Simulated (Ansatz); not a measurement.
Ansatz (a first-principles code) input (CCSD(T)/aug-cc-pV(D+d)Z):
A basis named .json is the Basis Set Exchange file of that set.

Ansatz 0.2 input:
```yaml
crystal:
  periodic: [false, false, false]
  atoms:
    - {symbol: O, position_ang: [-0.58891706, -0.84155214, -0.85374303]}
    - {symbol: S, position_ang: [0.17772221, -0.17737330, 0.19048783]}
    - {symbol: O, position_ang: [0.28230670, 1.27050188, 0.30006393]}
    - {symbol: H, position_ang: [-0.39067237, -0.59362512, 1.38162746]}
basis:
  gaussian:
    orbitals: aug-cc-pV_D+d_Z.json
magnetization: {spin_polarized: true, initial_magnetization: 1}
correlation: {method: ccsd_t, electrons: outside_noble_gas}
output: {forces: true}
```

Output:

```
Functional definition: HF
integrals: 0.14 GiB planned
832 factors; integrals over basis functions are off by at most 8.9e-4 eV
mean field: 0.24 GiB planned
mean field evaluation 1: about -14900.9636 eV, gradient 3.3e1 eV
mean field evaluation 2: about -14900.9642 eV, gradient 3.3e1 eV
mean field evaluation 4: about -14905.3999 eV, gradient 2.7e0 eV
mean field evaluation 8: about -14905.4810 eV, gradient 2.0e-1 eV
mean field evaluation 16: about -14905.4664 eV, gradient 8.9e-1 eV
mean field evaluation 32: about -14902.6483 eV, gradient 8.5e-1 eV
mean field evaluation 64: about -14902.7360 eV, gradient 2.3e0 eV
mean field evaluation 96: about -14901.6149 eV, gradient 3.4e-1 eV
mean field evaluation 128: about -14901.7330 eV, gradient 1.2e-3 eV
mean field -14905.48235959 eV, -547.7663734162 hartree, gradient 3.5e-6 eV, S^2 0.784393; 3 other end points of the search recorded, 0 dependent functions left out
determinant -14905.48235959 eV, -547.7663734162 hartree, with singles and doubles -14920.58612866 eV, -548.3214266917 hartree
determinant -14902.79135449 eV, -547.6674808026 hartree, with singles and doubles -14917.35880808 eV, -548.2028248480 hartree
7 core orbitals not correlated
reference -14905.48235959 eV, -547.7663734162 hartree; 10, 9 occupied and 70, 71 virtual orbitals, 832 factors
densities: 0.77 GiB planned
second order -14.89684855 eV of doubles, -0.00000000 eV of singles
coupled cluster: 0.55 GiB planned
cycle   1  -15.07682676 eV  change   -4.3e-1 eV  update   2.9e-2
cycle   2  -15.11297605 eV  change   -3.6e-2 eV  update   7.3e-3
cycle   3  -15.11356929 eV  change   -5.9e-4 eV  update   4.5e-3
cycle   4  -15.11596717 eV  change   -2.4e-3 eV  update   1.5e-3
cycle   5  -15.11625502 eV  change   -2.9e-4 eV  update   8.2e-4
cycle   6  -15.11684948 eV  change   -5.9e-4 eV  update   4.9e-4
cycle   7  -15.11692558 eV  change   -7.6e-5 eV  update   2.6e-4
cycle   8  -15.11695377 eV  change   -2.8e-5 eV  update   1.0e-4
cycle   9  -15.11693087 eV  change    2.3e-5 eV  update   4.3e-5
cycle  10  -15.11691181 eV  change    1.9e-5 eV  update   1.6e-5
cycle  11  -15.11691377 eV  change   -2.0e-6 eV  update   7.6e-6
cycle  12  -15.11691168 eV  change    2.1e-6 eV  update   2.9e-6
cycle  13  -15.11691213 eV  change   -4.5e-7 eV  update   1.3e-6
cycle  14  -15.11691204 eV  change    9.4e-8 eV  update   6.0e-7
cycle  15  -15.11691221 eV  change   -1.7e-7 eV  update   2.5e-7
perturbative correction -0.62843301 eV, -0.0230944873 hartree
the calculation of the forces begins
Total energy: -14921.22770482 eV, -548.3450041806 hartree
Atom 0 at    -0.588917    -0.841552    -0.853743 Å, force    -0.728677    -0.797464    -1.141627 eV/Å
Atom 1 at     0.177722    -0.177373     0.190488 Å, force     0.445978    -0.683387     0.914197 eV/Å
Atom 2 at     0.282307     1.270502     0.300064 Å, force     0.238514     1.547237     0.139274 eV/Å
Atom 3 at    -0.390672    -0.593625     1.381627 Å, force     0.044186    -0.066386     0.088156 eV/Å
Dipole moment:     0.093030    -0.277409     0.437555 e Å
```

It need not be the lowest isomer of its formula.
